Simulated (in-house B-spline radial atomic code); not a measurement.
Radial electron density of I³⁺, [Kr] 4d10 5s2 5p2. Computed with a B-spline radial code for spherical atoms: scalar-relativistic (X2C) BHandHLYP, spin-polarised, spherical fractional occupations, exact exchange averaged over the configuration, Fermi nucleus of rms radius 4.75 fm.

One-electron X2C: radii and densities carry no picture-change correction, so inner-shell <1/r> comes out high (for 1s by about 2 % at Z = 33, 5 % at 54, 10 % at 75, 30 % at 118) and <r> low.

Columns: r (bohr), 4πr²n(r) (electrons per bohr), bar.

```
0.000875    2.329 #
 0.00108    3.242 ##
 0.00133    4.477 ##
 0.00164    6.162 ###
 0.00203    8.472 ####
  0.0025    11.46 ######
 0.00309    15.42 ########
 0.00381    20.41 ##########
 0.00471    26.65 #############
 0.00581       34 #################
 0.00717    42.32 #####################
 0.00884    51.02 #########################
  0.0109    59.24 #############################
  0.0135    65.86 #################################
  0.0166    69.28 ##################################
  0.0205    68.99 ##################################
  0.0253    65.41 ################################
  0.0312    60.99 ##############################
  0.0385    59.55 ##############################
  0.0475    64.44 ################################
  0.0587    75.36 #####################################
  0.0724    86.18 ###########################################
  0.0894    88.56 ############################################
    0.11    79.57 ########################################
   0.136    66.73 #################################
   0.168     63.3 ###############################
   0.207    70.81 ###################################
   0.256    74.24 #####################################
   0.316    60.08 ##############################
   0.389    37.23 ##################
    0.48    24.58 ############
   0.593    26.13 #############
   0.732    28.08 ##############
   0.903    22.04 ###########
    1.11    13.06 ######
    1.37    6.921 ###
     1.7    4.146 ##
    2.09    2.641 #
    2.58    1.322 #
    3.19   0.4404 
    3.93  0.09129 
    4.86 0.009964 
    5.99 0.0005473 
    7.39 1.234e-05
```

On this grid the curve has 4 maxima, near 0.0166, 0.0894, 0.256, 0.732 bohr.

The 5p up radial function P(r) = rR(r), positive near the nucleus:

```tsv
r (bohr)	P
0.00133	0.0008885
0.00203	0.001791
0.00309	0.00363
0.00471	0.007388
0.00717	0.01487
0.0109	0.02916
0.0166	0.05486
0.0253	0.09564
0.0385	0.1458
0.0587	0.1747
0.0894	0.117
0.136	-0.06773
0.207	-0.2486
0.316	-0.1217
0.48	0.2855
0.732	0.3337
1.11	-0.2533
1.7	-0.7793
2.58	-0.6215
3.93	-0.187
5.99	-0.01576
```
